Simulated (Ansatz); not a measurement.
Al₅Ru₂⁻. The state is a singlet with charge -1. Geometry PBE-D4/def2-SVPD, basis def2-TZVPD, Ansatz.

```xyz
7

Ru    1.437    0.284    0.453
Ru   -0.950    0.487    1.100
Al   -0.014   -1.791    0.513
Al    2.178   -1.173   -1.283
Al   -2.682   -0.756    0.033
Al    0.338    2.572    0.437
Al   -0.307    0.377   -1.253
```

| run | HOMO (eV) | LUMO (eV) |
| --- | --- | --- |
| A | -0.53 | -0.06 |
| B | -1.04 | 0.27 |
| C | -0.69 | -0.02 |
| D | -1.36 | 0.67 |
| E | -0.72 | -0.10 |

In the def2 sets Ru takes a core potential; there is no spin–orbit coupling. No other spin state of charge -1 was run. Another isomer (singlet) lies 0.51 eV lower at PBE0-D4/def2-TZVPD; other spin states weren't run for this one.

Q: The runs used B97M-V, PBE, PBE0, r2SCAN, r2SCANh. Estimate which is which.

A: A PBE (0 % exact exchange); B r2SCANh (10 % exact exchange); C r2SCAN (0 % exact exchange); D PBE0 (25 % exact exchange); E B97M-V (0 % exact exchange). Exact exchange lowers occupied and raises empty levels; among semilocal functionals meta-GGAs tend to open the gap a little, and such runs are hard to tell apart. The gap grows from 0.47 eV (PBE) to 2.02 eV (PBE0). The restricted singlet is unstable towards broken spin symmetry in Hartree–Fock (as tested in another run); at PBE-D4/def2-TZVPD, r2SCANh-D4/def2-TZVPD, r2SCAN-D4/def2-TZVPD, PBE0-D4/def2-TZVPD and others this wasn't settled.
